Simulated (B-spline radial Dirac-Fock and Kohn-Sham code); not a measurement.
Photoemission from Cl⁺ at 1910 eV, detector at θ = 90°, φ = 0°

System: chlorine as Cl⁺, configuration [Ne] 3s2 3p4. Calculated with a radial atomic solver, using Dirac-Hartree-Slater photoionisation with a Latter tail; cross sections with all multipoles, angular parameters from the dipole term and its interference with E2. Thresholds are orbital energies of the model. For linearly polarised light dσ/dΩ = σ/(4π) [1 + β P₂(cos θ) + (δ + γ cos²θ) sin θ cos φ], with θ from the polarisation vector and φ the angle between the beam and the projection of the electron momentum on the plane normal to the polarisation. The dipole factor is 1 + βP₂ and the non-dipole term is the rest of the bracket. Open shells are filled statistically over j.

| subshell | threshold (eV) | σ (kb) | β | γ | δ | dipole factor | non-dipole term | dσ/dΩ (kb/sr) |
| --- | --- | --- | --- | --- | --- | --- | --- | --- |
| 2s | 281.0 | 13.4 | 2.00 | 0.38 | 0.000 | 0.000 | 0.000 | ≈ 0 |
| 2p1/2 | 222.4 | 4.82 | 1.10 | 0.65 | 0.063 | 0.448 | +0.063 | 0.196 |
| 2p3/2 | 220.6 | 9.39 | 1.11 | 0.66 | 0.063 | 0.447 | +0.063 | 0.381 |
| 3s | 36.33 | 1.53 | 2.00 | 0.43 | 0.000 | 0.000 | 0.000 | ≈ 0 |
| 3p1/2 | 23.48 | 0.275 | 1.06 | 0.65 | 0.063 | 0.472 | +0.063 | 0.0117 |
| 3p3/2 | 23.32 | 0.535 | 1.06 | 0.65 | 0.063 | 0.471 | +0.063 | 0.0227 |
